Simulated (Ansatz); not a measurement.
Job for Ansatz (an electronic-structure program): R-CCSD(T)/cc-pVTZ on CH5Ga (SMILES [CH3][GaH2]), atoms moved off the minimum. The run froze 15 orbitals, filled d shells among them.

Ansatz 0.2 input:
```yaml
crystal:
  periodic: [false, false, false]
  atoms:
    - {symbol: Ga, position_ang: [-0.11021990, -0.05835443, -0.33578933]}
    - {symbol: H, position_ang: [-1.35882076, -0.45578451, -1.29230019]}
    - {symbol: H, position_ang: [1.41247277, -0.72532540, -0.97256150]}
    - {symbol: C, position_ang: [-0.06976889, 0.81069597, 1.50096115]}
    - {symbol: H, position_ang: [-0.13680680, 1.99007110, 1.09473377]}
    - {symbol: H, position_ang: [0.80832432, 0.38849785, 1.93815534]}
    - {symbol: H, position_ang: [-0.81523699, 0.58193519, 1.94934309]}
basis:
  gaussian:
    orbitals: cc-pVTZ
magnetization: {spin_polarized: false}
correlation: {method: ccsd_t, electrons: outside_noble_gas}
scf: {lower_state_search: off}
output: {forces: true}
```

Output:

```
WARN ansatz: RAYON_NUM_THREADS=1 ignored (pool sized by the plan → 1); use --threads N
Functional definition: HF
these checks for a lower state are left out or cut short: starts, cluster_reference, orbital_swaps, neighbouring_geometries, increment
integrals: 0.30 GiB planned
825 factors; integrals over basis functions are off by at most 9.1e-4 eV
mean field: 0.37 GiB planned
mean field evaluation 1: about -53440.7983 eV, gradient 2.8e1 eV
mean field evaluation 2: about -53440.8297 eV, gradient 2.8e1 eV
mean field evaluation 4: about -53442.9906 eV, gradient 2.4e0 eV
mean field evaluation 8: about -53443.0197 eV, gradient 1.7e-1 eV
mean field -53443.01982443 eV, -1963.9947535677 hartree, gradient 2.3e-6 eV, S^2 0.000000; 0 other end points of the search recorded, 0 dependent functions left out
15 core orbitals not correlated
reference -53443.01982443 eV, -1963.9947535677 hartree; 6, 6 occupied and 122, 122 virtual orbitals, 825 factors
densities: 1.09 GiB planned
second order -7.34767443 eV of doubles, -0.00000000 eV of singles
coupled cluster: 0.65 GiB planned
cycle   1  -7.94221645 eV  change   -5.9e-1 eV  update   6.5e-2
cycle   2  -8.21383185 eV  change   -2.7e-1 eV  update   2.2e-2
cycle   3  -8.24221930 eV  change   -2.8e-2 eV  update   6.9e-3
cycle   4  -8.24095783 eV  change    1.3e-3 eV  update   2.0e-3
cycle   5  -8.24088746 eV  change    7.0e-5 eV  update   5.5e-4
cycle   6  -8.24079400 eV  change    9.3e-5 eV  update   1.8e-4
cycle   7  -8.24078149 eV  change    1.3e-5 eV  update   5.5e-5
cycle   8  -8.24079258 eV  change   -1.1e-5 eV  update   2.1e-5
cycle   9  -8.24078978 eV  change    2.8e-6 eV  update   7.4e-6
cycle  10  -8.24078769 eV  change    2.1e-6 eV  update   3.0e-6
perturbative correction -0.26610558 eV, -0.0097791996 hartree
the calculation of the forces begins
mean field evaluation 16: about -53443.0198 eV, gradient 2.3e-6 eV
Total energy: -53451.52671769 eV, -1964.3073761291 hartree
Atom 0 at    -0.110220    -0.058354    -0.335789 Å, force     1.215608    -1.226333    -0.571619 eV/Å
Atom 1 at    -1.358821    -0.455785    -1.292300 Å, force     0.163343     0.348269     0.318724 eV/Å
Atom 2 at     1.412473    -0.725325    -0.972561 Å, force    -1.326032     0.778815     0.592626 eV/Å
Atom 3 at    -0.069769     0.810696     1.500961 Å, force     7.803970     4.744448    -8.312218 eV/Å
Atom 4 at    -0.136807     1.990071     1.094734 Å, force     0.731613    -2.919121     1.761304 eV/Å
Atom 5 at     0.808324     0.388498     1.938155 Å, force     0.895453     0.733185     0.425250 eV/Å
Atom 6 at    -0.815237     0.581935     1.949343 Å, force    -9.483957    -2.459262     5.785932 eV/Å
Dipole moment:    -0.129267     0.157492     0.167207 e Å
Checks for a lower state left out: starts, cluster_reference, orbital_swaps, neighbouring_geometries, increment
```

The calculation finished and met its thresholds.

Cost: around 60 core-seconds (rough).
